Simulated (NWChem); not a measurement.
System: C₃H₆Si; SMILES CC#C[SiH3]

Output (shortened):

```
             Northwest Computational Chemistry Package (NWChem) 7.3.0
             --------------------------------------------------------

 C1  symmetry detected

                             Geometry "geometry" -> ""
                             -------------------------

 Output coordinates in angstroms (scale by  1.889725989 to convert to a.u.)

  No.       Tag          Charge          X              Y              Z
 ---- ---------------- ---------- -------------- -------------- --------------
    1 C                    6.0000    -0.00008335    -2.67327173     0.00017641
    2 C                    6.0000    -0.00010081    -1.21468351     0.00021466
    3 C                    6.0000     0.00059874     0.00223870    -0.00136516
    4 Si                  14.0000    -0.00009538     1.82125298     0.00020811
    5 H                    1.0000     0.19016699    -3.06875326     1.00532706
    6 H                    1.0000     0.77553759    -3.06772679    -0.66730528
    7 H                    1.0000    -0.96571977    -3.06839386    -0.33782983
    8 H                    1.0000     0.21323770     2.34400445    -1.37561817
    9 H                    1.0000     1.08577218     2.33956220     0.87408772
   10 H                    1.0000    -1.30014682     2.33806470     0.50426954

 Effective nuclear repulsion energy (a.u.)     130.5433539317

                                 NWChem DFT Module
                                 -----------------

 Summary of "ao basis" -> "ao basis" (spherical)
 ------------------------------------------------------------------------------
       Tag                 Description            Shells   Functions and Types
 ---------------- ------------------------------  ------  ---------------------
 C                         def2-tzvp                11       31   5s3p2d1f
 Si                        def2-tzvp                13       37   5s5p2d1f
 H                         def2-tzvp                 4        6   3s1p

            General Information
            -------------------
          SCF calculation type: DFT
          Wavefunction type:  closed shell.
          No. of atoms     :    10
          No. of electrons :    38
           Alpha electrons :    19
            Beta electrons :    19
          Charge           :     0
          Spin multiplicity:     1
          Use of symmetry is: off; symmetry adaption is: off
          Maximum number of iterations: 150
          AO basis - number of functions:   166
                     number of shells:    70
          Convergence on energy requested:  1.00D-06
          Convergence on density requested:  1.00D-05
          Convergence on gradient requested:  5.00D-04

              XC Information
              --------------
                       PW6B95 Method XC Functional
                     Hartree-Fock (Exact) Exchange  0.280
                    PW6B95 GGA Exchange Functional  0.720
                      PW6B95 Correlation Potential  1.000

             Grid Information
             ----------------
          Grid used for XC integration:  medium
          Radial quadrature: Mura-Knowles
          Angular quadrature: Lebedev.
          Tag              B.-S. Rad. Rad. Pts. Rad. Cut. Ang. Pts.
          ---              ---------- --------- --------- ---------
          C                   0.70       49          13.0       434
          Si                  1.10       88          13.0       590
          H                   0.35       45          14.0       434
          Grid pruning is: on
          Number of quadrature shells:   505
          Spatial weights used:  Erf1

      Superposition of Atomic Density Guess
      -------------------------------------

 Sum of atomic energies:        -404.84825030

      Non-variational initial energy
      ------------------------------

 Total energy =    -406.907470
 1-e energy   =    -813.237734
 2-e energy   =     275.786910
 HOMO         =      -0.329252
 LUMO         =       0.020524

     ---------------------------------------------
      Total Density - Mulliken Population Analysis
     ---------------------------------------------

    Atom       Charge   Shell Charges
 -----------   ------   -------------------------------------------------------
    1 C    6     6.50   0.86  1.12  0.54  0.65  0.22  1.24  1.39  0.43  0.01  0.03  0.00
    2 C    6     5.96   0.86  1.12  0.59  0.56  0.19  1.14  1.13  0.30  0.02  0.04  0.01
    3 C    6     6.40   0.86  1.12  0.59  0.84 -0.06  1.26  1.33  0.42  0.01  0.02  0.01
    4 Si  14    13.61   2.00  0.59  1.39  0.85  0.45  4.11  1.73  0.52  1.29  0.47  0.09  0.10  0.02
    5 H    1     0.80   0.24  0.43  0.12  0.02
    6 H    1     0.80   0.24  0.43  0.12  0.02
    7 H    1     0.80   0.24  0.43  0.12  0.02
    8 H    1     1.04   0.23  0.54  0.26  0.01
    9 H    1     1.04   0.23  0.54  0.26  0.01
   10 H    1     1.04   0.23  0.54  0.26  0.01

   convergence    iter        energy       DeltaE   RMS-Dens  Diis-err
 ---------------- ----- ----------------- --------- --------- ---------
 d= 0,ls=0.0,diis     1   -407.7806785863 -5.38D+02  5.96D-03  5.49D-01
 d= 0,ls=0.0,diis     2   -407.8047134112 -2.40D-02  2.39D-03  1.86D-01
 d= 0,ls=0.0,diis     3   -407.8014984901  3.21D-03  1.27D-03  2.19D-01
 d= 0,ls=0.0,diis     4   -407.8272712944 -2.58D-02  3.09D-04  1.05D-02
 d= 0,ls=0.0,diis     5   -407.8286199801 -1.35D-03  6.61D-05  1.68D-04
  Resetting Diis
 d= 0,ls=0.0,diis     6   -407.8286392893 -1.93D-05  1.95D-05  1.03D-05
 d= 0,ls=0.0,diis     7   -407.8286405949 -1.31D-06  3.28D-06  1.61D-07
 d= 0,ls=0.0,diis     8   -407.8286405900  4.91D-09  1.54D-06  1.60D-07

         Total DFT energy =     -407.828640589952
      One electron energy =     -817.512047853509
           Coulomb energy =      318.969945974736
    Exchange-Corr. energy =      -39.829892642842
 Nuclear repulsion energy =      130.543353931662

 Numeric. integr. density =       37.999988816319

                       DFT Final Molecular Orbital Analysis
                       ------------------------------------

 Vector   17  Occ=2.000000D+00  E=-3.672223D-01
              MO Center=  1.8D-01,  1.9D+00, -3.7D-01, r^2= 2.7D+00
   Bfn.  Coefficient  Atom+Function         Bfn.  Coefficient  Atom+Function
  ----- ------------  ---------------      ----- ------------  ---------------
   110      0.298831   4 Si pz              150     -0.238788   8 H  s
   149     -0.154377   8 H  s               156      0.148597   9 H  s
   151     -0.146725   8 H  s               107      0.125893   4 Si pz
   101     -0.125253   4 Si pz               70      0.096486   3 C  pz
   155      0.096067   9 H  s               113      0.092782   4 Si pz

 Vector   18  Occ=2.000000D+00  E=-2.867543D-01
              MO Center=  4.4D-02, -4.4D-01, -2.4D-02, r^2= 2.9D+00
   Bfn.  Coefficient  Atom+Function         Bfn.  Coefficient  Atom+Function
  ----- ------------  ---------------      ----- ------------  ---------------
    70      0.285069   3 C  pz               39      0.275653   2 C  pz
    73      0.236663   3 C  pz               42      0.230128   2 C  pz
    45      0.148539   2 C  pz               76      0.119617   3 C  pz
   132     -0.099701   5 H  s               150      0.097742   8 H  s
   151      0.092103   8 H  s                 8     -0.085367   1 C  pz

 Vector   19  Occ=2.000000D+00  E=-2.867320D-01
              MO Center= -4.4D-02, -4.4D-01,  2.4D-02, r^2= 2.9D+00
   Bfn.  Coefficient  Atom+Function         Bfn.  Coefficient  Atom+Function
  ----- ------------  ---------------      ----- ------------  ---------------
    68      0.285082   3 C  px               37      0.275702   2 C  px
    71      0.236660   3 C  px               40      0.230164   2 C  px
    43      0.148582   2 C  px               74      0.119626   3 C  px
   162      0.095975  10 H  s               144      0.091914   7 H  s
   163      0.090461  10 H  s                 6     -0.085377   1 C  px

 Vector   20  Occ=0.000000D+00  E= 8.945145D-03
              MO Center= -3.0D-03,  2.2D-02,  7.3D-02, r^2= 4.9D+00
   Bfn.  Coefficient  Atom+Function         Bfn.  Coefficient  Atom+Function
  ----- ------------  ---------------      ----- ------------  ---------------
   151      0.632535   8 H  s               113      0.628562   4 Si pz
   133      0.488055   5 H  s               157     -0.411215   9 H  s
    45     -0.354075   2 C  pz              139     -0.307925   6 H  s
    39     -0.269928   2 C  pz               42     -0.246635   2 C  pz
    76      0.242089   3 C  pz              163     -0.224029  10 H  s

 Vector   21  Occ=0.000000D+00  E= 9.030212D-03
              MO Center=  3.7D-03,  2.1D-02, -7.5D-02, r^2= 4.9D+00
   Bfn.  Coefficient  Atom+Function         Bfn.  Coefficient  Atom+Function
  ----- ------------  ---------------      ----- ------------  ---------------
   111      0.628694   4 Si px              163      0.603404  10 H  s
   157     -0.494461   9 H  s               145     -0.458584   7 H  s
   139      0.392301   6 H  s                43     -0.354852   2 C  px
    37     -0.269928   2 C  px               40     -0.246543   2 C  px
    74      0.242950   3 C  px               12     -0.201153   1 C  px

 Vector   22  Occ=0.000000D+00  E= 3.490927D-02
              MO Center= -1.0D-03,  8.3D-01,  2.5D-03, r^2= 1.1D+01
   Bfn.  Coefficient  Atom+Function         Bfn.  Coefficient  Atom+Function
  ----- ------------  ---------------      ----- ------------  ---------------
     5      3.772905   1 C  s                75      1.846208   3 C  py
   112      1.794497   4 Si py               44      1.511360   2 C  py
    98     -1.500749   4 Si s               133     -0.996045   5 H  s
   139     -0.990619   6 H  s               145     -0.993536   7 H  s
    35      0.453972   2 C  s               109      0.450502   4 Si py

     ---------------------------------------------
      Total Density - Mulliken Population Analysis
     ---------------------------------------------

    Atom       Charge   Shell Charges
 -----------   ------   -------------------------------------------------------
    1 C    6     6.44   0.86  1.12  0.51  0.62  0.26  1.35  1.27  0.40  0.02  0.04  0.00
    2 C    6     6.06   0.86  1.11  0.57  0.60  0.16  1.28  1.11  0.30  0.02  0.04  0.01
    3 C    6     6.08   0.86  1.11  0.54  0.86 -0.08  1.29  1.11  0.37  0.01  0.01  0.01
    4 Si  14    13.76   2.00  0.57  1.39  0.89  0.38  4.14  1.68  0.61  1.42  0.37  0.13  0.15  0.02
    5 H    1     0.85   0.27  0.46  0.09  0.02
    6 H    1     0.85   0.27  0.46  0.09  0.02
    7 H    1     0.85   0.27  0.46  0.09  0.02
    8 H    1     1.04   0.25  0.53  0.24  0.01
    9 H    1     1.04   0.25  0.53  0.24  0.01
   10 H    1     1.04   0.25  0.53  0.24  0.01

     -------------------------------------------
      Total Density - Lowdin Population Analysis
     -------------------------------------------

    Atom       Charge   Shell Charges
 -----------   ------   -------------------------------------------------------
    1 C    6     6.28   0.91  1.04  0.36  0.35  0.17  1.15  1.41  0.62  0.02  0.23  0.03
    2 C    6     6.10   0.91  1.03  0.36  0.35  0.17  1.09  1.22  0.58  0.02  0.32  0.04
    3 C    6     6.22   0.91  1.03  0.37  0.39  0.21  1.11  1.30  0.67  0.01  0.17  0.04
    4 Si  14    13.73   2.00  0.83  1.09  0.52  0.32  3.86  1.87  0.71  1.25  0.67  0.14  0.39  0.08
    5 H    1     0.86   0.25  0.39  0.15  0.06
    6 H    1     0.86   0.25  0.39  0.15  0.06
    7 H    1     0.86   0.25  0.39  0.15  0.06
    8 H    1     1.03   0.25  0.47  0.29  0.02
    9 H    1     1.03   0.25  0.47  0.29  0.02
   10 H    1     1.03   0.25  0.47  0.29  0.02

     Multipole analysis of the density
     ---------------------------------

     L   x y z        total         alpha         beta         nuclear
     -   - - -        -----         -----         ----         -------
     0   0 0 0      0.000000    -19.000000    -19.000000     38.000000

     1   1 0 0     -0.000065     -0.000033     -0.000033     -0.000000
     1   0 1 0     -0.655624     -0.327812     -0.327812      0.000000
     1   0 0 1      0.000100      0.000050      0.000050      0.000000

     2   2 0 0    -25.221577    -20.618887    -20.618887     16.016196
     2   1 1 0      0.000425     -0.000461     -0.000461      0.001348
     2   1 0 1     -0.000222     -0.000121     -0.000121      0.000019
     2   0 2 0    -19.794439   -264.953740   -264.953740    510.113041
     2   0 1 1     -0.001380      0.001023      0.001023     -0.003425
     2   0 0 2    -25.221873    -20.611482    -20.611482     16.001091
```

Level: PW6B95/def2-TZVP. The geometry was optimised at B3LYP/6-31G* (spherical d).

Q: Reconstruct the input file.

A: Several could match; the one computed here: the input that was run:
```
start job
memory heap 200 mb stack 900 mb global 1100 mb
geometry units angstroms noautoz
  C      2.651753    -0.142267    -0.344278
  C      1.207342    -0.064801    -0.156780
  C      0.002004    -0.000986    -0.001891
  Si    -1.799099     0.096397     0.233397
  H      3.152395     0.740655     0.071336
  H      2.908678    -0.202965    -1.408712
  H      3.067674    -1.027532     0.151846
  H     -2.498176    -0.818713    -0.707636
  H     -2.280176     1.481793    -0.012898
  H     -2.161367    -0.290046     1.622904
end
basis spherical
  * library def2-tzvp
end
dft
  xc pw6b95
  iterations 150
  mulliken
end
task dft energy
```
